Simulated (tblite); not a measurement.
Run record: tight-binding relaxation, `O=C/C=[CH]/[GeH2][NH][GeH3]`.

Computed with GFN2-xTB geometry optimisation, gas phase (tblite 0.8.0). Start geometry: from a force field or distance geometry. The command runs a driver script over a list of jobs; the input below is this job's line of settings and its coordinates in Å.

Command:
```bash
OMP_NUM_THREADS=1 python probes_run.py task.json out
```

Input:
```
{"job": {"kind": "relax", "xc": "GFN2-xTB", "basis": "xTB"}, "charge": 0, "multiplicity": 1}
O      3.959200     0.184300    -0.389700
C      2.920400    -0.489700    -0.660000
C      1.723600    -0.339100     0.164400
C      0.615700    -1.035000    -0.104200
Ge    -0.966900    -0.813900     0.978100
N     -1.550800     0.958800     0.880300
Ge    -2.029000     1.298100    -0.890800
H      2.955600    -1.189000    -1.472200
H      1.725600     0.369900     0.981600
H      0.586500    -1.754500    -0.907800
H     -0.642800    -1.171600     2.441200
H     -2.086500    -1.756400     0.452800
H     -0.723100     1.562800     1.100300
H     -3.157400     0.323000    -1.312200
H     -0.804000     1.104000    -1.808900
H     -2.533600     2.757200    -1.001600
```

Output:
```
step      E/eV     max force
  0    -592.35381    4.782
  1    -592.46544    4.909
  2    -592.60216    0.793
  3    -592.63508    0.572
  4    -592.68349    0.520
  5    -592.69318    0.365
  6    -592.70598    0.445
  7    -592.72029    0.331
  8    -592.73182    0.401
  9    -592.74781    0.391
... (152 lines left out)
162    -592.85033    0.022
163    -592.85041    0.029
164    -592.85049    0.028
165    -592.85055    0.026
166    -592.85061    0.017
167    -592.85068    0.020
168    -592.85072    0.018
169    -592.85078    0.015
170    -592.85080    0.012
171    -592.85082    0.010
```

«max force» is the largest atomic force in eV/Å.

Task: From which step on does the largest force stay under 0.1 eV/Å, and how much energy is left to gain from there?

Result: From step 138 (0.098 eV/Å), 5.4 meV above the end.

Main results: energy lowered by 11.5 kcal/mol over 171 steps; largest atomic force 0.010 eV/Å at the end.

Task: Give the final coordinates.

Result: 0.631 Å rms from the input after alignment:
```
atom  x, y, z in Å
O1     4.3047   -0.6730   -0.2942
C2     3.1484   -0.7547   -0.6187
C3     2.0110   -0.6892    0.2998
C4     0.7461   -0.7966   -0.1075
Ge5   -0.8221   -0.6194    1.0509
N6    -1.7355    0.9069    0.6405
Ge7   -2.2916    1.3139   -1.0446
H8     2.8584   -0.8901   -1.6810
H9     2.2529   -0.5536    1.3467
H10    0.5558   -0.9258   -1.1692
H11   -0.4381   -0.5196    2.4989
H12   -1.7781   -1.7487    0.7977
H13   -1.4576    1.7119    1.1834
H14   -2.9178    0.0740   -1.5887
H15   -1.1658    1.7429   -1.9486
H16   -3.2785    2.4300   -0.9140
```

The run took 2.0 s wall on one thread of an Arm Neoverse N1 (shared host).
Labels such as C1 count atoms from 1, the log's own numbers from 0.
